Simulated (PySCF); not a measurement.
**Magnetisability: `[H][Ge]([H])([H])[NH]C(C)(C)C`, C4H13GeN**

Geometry:
```
atom   x (Å)   y (Å)   z (Å)
 Ge1   1.022   1.399   1.699
  H2   0.711   1.525   3.154
  H3   2.448   0.990   1.508
  H4   0.836   2.748   1.043
  N5  -0.051   0.069   1.120
  C6  -0.243  -0.347  -0.262
  C7   1.111  -0.355  -0.962
  C8  -0.829  -1.763  -0.256
  C9  -1.199   0.602  -0.997
 H10  -0.929   0.012   1.620
 H11   1.017  -0.739  -1.974
 H12   1.511   0.658  -1.008
 H13   1.807  -0.979  -0.407
 H14  -0.167  -2.434   0.287
 H15  -0.948  -2.132  -1.272
 H16  -1.802  -1.771   0.231
 H17  -0.791   1.612  -0.992
 H18  -2.170   0.618  -0.505
 H19  -1.337   0.286  -2.028
```

Computed, not measured: PySCF, GIAO X3LYP/def2-SVP magnetisability, rotational g tensor and spin-rotation constants, non-relativistic, gas phase. Geometry: GFN2-xTB.

The calculation is non-relativistic, which matters for the atoms heavier than Zn.

Question: How diamagnetic is it, and how anisotropic?

Answer: Isotropic -1434 × 10⁻³⁰ J/T², or -86.4 × 10⁻⁶ cm³/mol; principal values -1491, -1422, -1389 × 10⁻³⁰ J/T², anisotropy 90 × 10⁻³⁰ J/T² (root of half the summed squared differences of the principal values). The susceptibility is in cgs units.

Question: Split it along the inertial axes a, b, c into diamagnetic and paramagnetic parts about the centre of mass, with the quadrupole moment.

Answer: 
```tsv
axis	χ (10⁻⁶ cm³/mol)	diamagnetic (10⁻⁶ cm³/mol)	paramagnetic (10⁻⁶ cm³/mol)	summed x² of all electrons (Å²)	quadrupole Θ (D Å)
a	-89.3	-426.5	337.1	217.6	+0.61
b	-84.9	-1136.4	1051.6	50.3	-0.30
c	-84.9	-1136.4	1051.6	50.3	-0.30
```
Anisotropies 2χaa − χbb − χcc = -8.9 and 2χbb − χaa − χcc = +4.5 × 10⁻⁶ cm³/mol. Θ is traceless in Buckingham's convention.

Question: And the rotational g tensor?

Answer: 
```
axis  rotational constant (GHz)        g  nuclear part  electronic part
   a                     4.3358  -0.0092        0.6776          -0.6867
   b                     1.1606  -0.0046        0.5687          -0.5733
   c                     1.1598  -0.0046        0.5684          -0.5729
```
Prolate top; isotopes 12C, 74Ge, 1H, 14N; no vibrational averaging.
